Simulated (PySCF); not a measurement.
SMILES OC(=O)CC=O (CAM-B3LYP/def2-SVP optimised geometry):

```
10

O      2.341     0.925     0.885
C      1.238     0.834     0.424
C      0.633    -0.486     0.000
C     -0.873    -0.486     0.000
O     -1.563     0.497     0.000
O     -1.373    -1.726    -0.020
H      0.587     1.726     0.262
H      1.036    -1.306     0.611
H      0.961    -0.688    -1.036
H     -2.341    -1.643    -0.039
```

Method: CAM-B3LYP/def2-TZVP run with PySCF.

Question: What are the frontier orbital energies and the dipole moment?

Answer: HOMO-2 -11.36 eV, HOMO-1 -10.29 eV, HOMO -9.20 eV, LUMO 0.14 eV, LUMO+1 0.93 eV; dipole moment 2.98 D.

Meta-Löwdin charges at CAM-B3LYP/def2-TZVP: O1 -0.38, C2 0.30, C3 -0.30, C4 0.54, O5 -0.47, O6 -0.46, H7 0.10, H8 0.15, H9 0.16, H10 0.36.
